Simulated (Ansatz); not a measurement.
Program: Ansatz. Geometries: PBE0-D4/def2-TZVP. ΔE: electronic, gas phase. CCSD(T)/CBS adds triple-zeta CCSD(T) − MP2 to the extrapolated MP2 energy (def2 sets, frozen cores). This one scheme is used for every species, atoms too. Functionals use def2-TZVPP. No spin–orbit coupling; open shells (•) take unrestricted orbitals. Spin–orbit coupling would lower the free atoms: a little for B, C, F, Si.

Reaction (atomization): `F[SiH]1CB1[SiH3]` → B• + C• + F• + 6 H• + 2 Si•

CCSD(T)/CBS gives +3797.0 kJ/mol.

(1) Another level gave +3849.4 kJ/mol. Which?
A. PBE0-D4/def2-TZVPP
B. PBE-D4/def2-TZVPP
C. r2SCAN/def2-TZVPP
D. B2PLYP/def2-TZVPP

Largest T1 diagnostic among the species: 0.014.

Answers

(1) B. PBE-D4 3849.4, r2SCAN 3824.6, B2PLYP 3756.3, PBE0-D4 3800.3 kJ/mol.

From PBE to PBE0 (25 % exact exchange), in def2-TZVPP and without D4, ΔE moves by −45.6 kJ/mol: exact exchange takes away binding that semilocal exchange gives to molecules. In def2-TZVPP, CCSD(T) changes the Hartree–Fock value by +854.1 kJ/mol (the triples alone add +55.5 kJ/mol) and MP2 by +907.6 kJ/mol; breaking electron pairs costs correlation energy, which Hartree–Fock lacks. The D4 term adds +38.1 kJ/mol with B3LYP and +20.0 kJ/mol with PBE0; it sums over pairs of atoms, weighted by their polarisabilities, and B3LYP, whose exchange is more repulsive, gets the larger term.

B3LYP here is the variant with VWN-RPA as its local correlation; programs differ in this.

For atomizations the MP2-based limit and the directly extrapolated one differ by several kJ/mol either way, and by 10 to 25 for some Ge, Se and Sn compounds, so smaller differences from it don't rank the levels.
